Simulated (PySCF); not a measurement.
dimethyl selenide (C2H6Se), SMILES C[Se]C.

Coordinates come from a PBE-D3(BJ)/def2-SVP optimisation.

Level of theory: PySCF with PBE/def2-TZVPD.

The molecule is in vacuum.

Problem. Estimate the frontier levels, gap, dipole moment and polarisability. (An estimate is asked for; the answer gives what the named calculation found.)

Solution. 
| Item | Result |
|---|---|
| highest occupied level | -4.92 eV |
| lowest empty level | -0.79 eV |
| orbital gap | 4.14 eV |
| dipole moment | 1.46 D |
| quadrupole, principal values (traceless, Buckingham form, about the centre of nuclear charge) | -3.45, -0.69, 4.14 D·Å |
| mean static polarisability | 59.5 bohr³ (8.82 Å³) |
| polarisability, principal values | 51.2, 59.2, 68.2 bohr³ |
